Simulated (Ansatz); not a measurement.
Abridged output of a molecular run in Ansatz:

```
Functional definition: HF
1718 factors; integrals over basis functions are off by at most 9.3e-4 eV
mean field evaluation 1: about -30867.2084 eV, gradient 4.1e1 eV
mean field evaluation 2: about -30867.4803 eV, gradient 4.1e1 eV
mean field evaluation 4: about -30871.6271 eV, gradient 3.9e0 eV
mean field evaluation 8: about -30871.6976 eV, gradient 2.4e-1 eV
mean field -30871.69790729 eV, -1134.5139725043 hartree, gradient 5.3e-6 eV, S^2 0.000000; 0 other end points of the search recorded, 0 dependent functions left out
17 core orbitals not correlated: weight in the atoms' cores, before any rotation towards them, 1.000 or more for the frozen orbitals, at most 0.000 for the correlated occupied ones
reference -30871.69790729 eV, -1134.5139725043 hartree; 16, 16 occupied and 267, 267 virtual orbitals, 1718 factors
second order -22.58951227 eV of doubles, -0.00000000 eV of singles
cycle   1  -23.76847017 eV  change    -1.2e0 eV  update   9.7e-2
cycle   2  -24.35338593 eV  change   -5.8e-1 eV  update   2.9e-2
cycle   3  -24.43698366 eV  change   -8.4e-2 eV  update   1.2e-2
cycle   4  -24.42842434 eV  change    8.6e-3 eV  update   3.3e-3
cycle   5  -24.42763750 eV  change    7.9e-4 eV  update   1.4e-3
cycle   6  -24.42761216 eV  change    2.5e-5 eV  update   3.9e-4
cycle   7  -24.42749507 eV  change    1.2e-4 eV  update   1.4e-4
cycle   8  -24.42751249 eV  change   -1.7e-5 eV  update   4.7e-5
cycle   9  -24.42751874 eV  change   -6.3e-6 eV  update   1.6e-5
perturbative correction -0.95667134 eV, -0.0351570232 hartree
Total energy: -30897.08209736 eV, -1135.4468242836 hartree
```

Its atoms:

```xyz
13

C     0.784   -0.779    2.010
Si   -0.575   -0.123    0.900
Si    0.279    0.597   -1.154
N    -0.992    0.808   -2.272
Cl    1.692   -0.840   -1.715
H     1.321   -1.587    1.511
H     1.502    0.009    2.249
H     0.371   -1.160    2.946
H    -1.300    1.005    1.551
H    -1.576   -1.190    0.605
H     1.043    1.869   -1.122
H    -1.716    0.112   -2.358
H    -0.833    1.279   -3.149
```

Q: Which basis set was used?
A. def2-TZVPP
B. def2-SVPD
C. def2-TZVPPD
D. def2-QZVPP

A: A. It gives 300 functions.

Q: Write the keys of the input that set method, charge and spin (a neutral closed shell needs none for the last two).

A: 
```yaml
correlation: {method: ccsd_t}
```
